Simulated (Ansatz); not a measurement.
Stepwise reaction of `O[SiH2][Si](O)(Cl)Cl` with hydrogen, as a gas-phase model of exchange steps in deposition or etching. ΔE in kJ/mol.

Isolated molecules relaxed with PBE0-D4/def2-TZVP in Ansatz; ΔE leaves out vibrations. CCSD(T)/CBS is the MP2 limit (def2-TZVPP, def2-QZVPP) plus CCSD(T) − MP2 in def2-TZVPP, frozen cores. This one scheme is used for every species. DFT in def2-TZVPP. B3LYP here is the variant with VWN-RPA as its local correlation; programs differ in this. One conformer a species, not always the lowest.

```tsv
step	reaction	PBE-D4	B3LYP-D4	ωB97M-V	CCSD(T)/CBS
2	`O[SiH2][SiH](O)Cl` + H₂ → `O[SiH2][SiH2]O` + HCl	93.6	92.9	93.3	92.0
```

Question: Give the row of step 1, `O[SiH2][Si](O)(Cl)Cl` + H₂ → `O[SiH2][SiH](O)Cl` + HCl. (Best estimate.)

Answer: Ansatz gave: 
```json
{"step": "1", "reaction": "`O[SiH2][Si](O)(Cl)Cl` + H₂ → `O[SiH2][SiH](O)Cl` + HCl", "PBE-D4": "93.7", "B3LYP-D4": "92.6", "ωB97M-V": "92.7", "CCSD(T)/CBS": "91.1"}
```

Question: By hand: ΔE of the 2 steps together at CCSD(T)/CBS.

Answer: (91.1) + (92.0) = 183.1 kJ/mol, or 91.5 kJ/mol a step.

In ΔE the steps differ by no more than 0.9 kJ/mol. All are uphill at CCSD(T)/CBS. PBE-D4 differs from CCSD(T)/CBS by 1.6 to 2.6 kJ/mol a step. Isolated molecules leave out the surface, adducts and barriers. Largest T1 diagnostic: 0.012.
